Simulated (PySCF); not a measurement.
## Finite-field polarisability of B (boron, neutral)

[He] 2s2 2p1, 2P determinant. Computed with PySCF 2.14 in x2c-QZVPPall with one added diffuse shell each of s, p, d, f type (8s5p4d3f1g, 73 functions), with the spin-free X2C one-electron Hamiltonian (Gaussian nucleus). Frozen: 1s2. Energy changes in a uniform field (μhartree):

| axis | F (au) | HF | MP2 | CCSD | CCSD(T) |
| --- | --- | --- | --- | --- | --- |
| x | 0.0031 | -98.308 | -81.721 | -88.666 | -89.181 |
| x | 0.0062 | -393.306 | -327.892 | -354.921 | -356.963 |
| y | 0.0028 | -100.415 | -96.949 | -96.239 | -96.456 |
| y | 0.0056 | -402.453 | -388.663 | -385.943 | -386.825 |

By symmetry the remaining axis equals x.

Question: Derive α along x at CCSD(T) from the two fields.

Answer: With ΔE = −αF²/2 − γF⁴/24, α = −(16 ΔE(F) − ΔE(2F))/(6F²) = 18.56 bohr³.

Question: And the mean polarisability at each level?

Answer: The components xx, yy, zz at CCSD(T) are 18.56, 24.58, 18.56, the third axis being equal by symmetry to one of the two computed. Means: HF 22.17, MP2 19.56, CCSD 20.48, CCSD(T) 20.57 bohr³. Reference: 20.5 ± 0.1 bohr³ (recommended; Schwerdtfeger and Nagle, table of static dipole polarizabilities (2023 update)).
